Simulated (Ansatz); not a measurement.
Mulliken charges of AlClH3NOSi, SMILES `O[SiH]1[NH][Al]1[Cl]` from B3LYP/def2-TZVPP in Ansatz (PBE0-D4/def2-TZVP geometry).

```csv
atom,x (Å),y (Å),z (Å),charge (e)
O1,-0.077,1.390,1.603,-0.372
Si2,0.522,0.703,0.233,0.457
N3,0.296,-1.011,-0.015,-0.340
Al4,-0.577,-0.416,-1.449,0.273
Cl5,-1.635,-1.370,-2.978,-0.226
H6,-1.000,1.224,1.802,0.186
H7,1.913,1.219,0.232,-0.082
H8,0.651,-1.795,0.517,0.105
```

By hand: the dipole of these point charges (1 e Å = 4.8032 D).

Σ q r = (0.104, 0.283, 0.163) e Å, of length 0.343 e Å = 1.65 D.

How does the dipole of the full density compare? (Best estimate.)

Ansatz gave: (-0.101, -0.133, 0.147) e Å, 1.07 D; the point charges give 1.54 times that, at 108° from its direction.

Point charges leave out the atoms' own dipoles, such as those of lone pairs, and Mulliken's split depends on the basis, so the two needn't agree.

B3LYP here is the variant with VWN-RPA as its local correlation; programs differ in this.
